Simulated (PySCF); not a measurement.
**Unknown compound**

Molecular formula: C7H13F. Simulated spectra:

$^{1}$H NMR (400 MHz, computed): δ 4.51 (m, 1H), 1.10 (m, 1H), 0.97 (m, 1H), 0.89 (s, 9H), 0.54 (m, 1H).

$^{13}$C{$^{1}$H} NMR (computed): δ 73.8 (CH), 32.8 (CH), 31.1 (C), 29.7 (CH3, 3C), 10.5 (CH2).

Calculated, not measured (PySCF): coordinates at the GFN2-xTB level, GIAO PBE0/pcSseg-1 shieldings. Gas phase, one computed conformer, no relativistic terms, fast rotation and ring inversion assumed for equivalent nuclei.

Chemical shifts δ = σref − σ; $^{1}$H, $^{13}$C against TMS, all at this level.

Q: Choose the structure that fits.
A. CCC/C(C)=C\CF
B. CC(C)(C)[C@@H]1C[C@H]1F
C. CCC/C(C)=C/CF
D. C/C(F)=C/C(C)(C)C

A: B. 

Rings plus π bonds: 1 (1 ring in the answer). 5 carbon signals for 7 carbons: some carbons are equivalent by symmetry or fast rotation. Carbon types of the structure: 1 × C, 2 × CH, 1 × CH2, 3 × CH3, which accounts for all hydrogens. δC 73.8, 32.8, 10.5: three-membered-ring carbon. δC 31.1: quaternary sp3 carbon; aliphatic region, no heteroatom directly attached. δC 29.7: methyl carbon; saturated and bonded to C and H only. δH 4.51, 1.10, 0.97, 0.54: hydrogen on a three-membered-ring carbon. δH 0.89: hydrogen on a methyl carbon; far from electronegative atoms and π systems.

The others: CCC/C(C)=C/CF would give 7 carbon signals, not 5; C/C(F)=C/C(C)(C)C would give 3 signals for carbon-bound and other non-exchanging H, not 5; CCC/C(C)=C\CF would give 7 carbon signals, not 5.

Splittings by $^{19}$F in the carbon and heteronuclear signals aren't shown, as no couplings were computed. Shifts are as computed. Against solution values, carbons near 30 ppm lie about +3 ppm off and those near 130 ppm about +5 ppm. Of 1309 compounds with measured shifts, 239 miss one by over three times the rms of a fit or turn the order of signals round; such compounds aren't used in these exercises. No couplings were computed; multiplicities are counted from neighbouring protons, with m where these are inequivalent, close in shift, in a saturated or five-membered ring or joined by F or P, and br s for small geminal =CH2 splittings.
